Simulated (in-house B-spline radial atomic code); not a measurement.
Configurations of Si, with energies counted from [Ne] 3s2 (3p1/2)2. All numbers are computed (Dirac-Hartree-Fock, average of each configuration as written; Fermi nucleus of rms radius 3.1224 fm) with an all-electron radial atomic-structure program (B-spline basis), not measured. Energies include first-order Breit, QED and recoil terms.

Occupations are held fixed; configurations that lie above the ionisation limit could autoionise.

```json
{"configuration": "[Ne] 3s2 (3p3/2)2", "E - E(ref) (eV)": "-0.23796", "highest orbital": "3p3/2", "its <r> (bohr)": "2.795"}
{"configuration": "[Ne] 3s2 (3p3/2)1 (7g9/2)1", "E - E(ref) (eV)": "6.5233", "highest orbital": "7g9/2", "its <r> (bohr)": "63.5"}
{"configuration": "[He] 2s2 (2p1/2)1 (2p3/2)4 3s2 (3p1/2)2 (4p3/2)1", "E - E(ref) (eV)": "107.11", "highest orbital": "4p3/2", "its <r> (bohr)": "9.093"}
{"configuration": "[He] 2s2 (2p1/2)2 (2p3/2)3 3s2 (3p1/2)2 (5f7/2)1", "E - E(ref) (eV)": "107.18", "highest orbital": "5f7/2", "its <r> (bohr)": "31.47"}
```

(1) Order these further configurations by energy, lowest first.
A. [Ne] 3s1 (3p1/2)2 (4p3/2)1
B. [Ne] 3s1 (3p1/2)1 (3p3/2)1 (6f7/2)1
C. [Ne] 3s2 (3p3/2)1 (7p1/2)1
D. [Ne] 3s1 (3p1/2)2 (7f7/2)1

(2) Is the reference the lowest configuration at this level of theory?

Answers

(1) C (6.3787 eV), A (12.087 eV), B (13.202 eV), D (13.775 eV).

(2) No: [Ne] 3s2 (3p3/2)2 lies 0.238 eV lower. Averages of configurations without correlation can order differently from the measured ground levels.
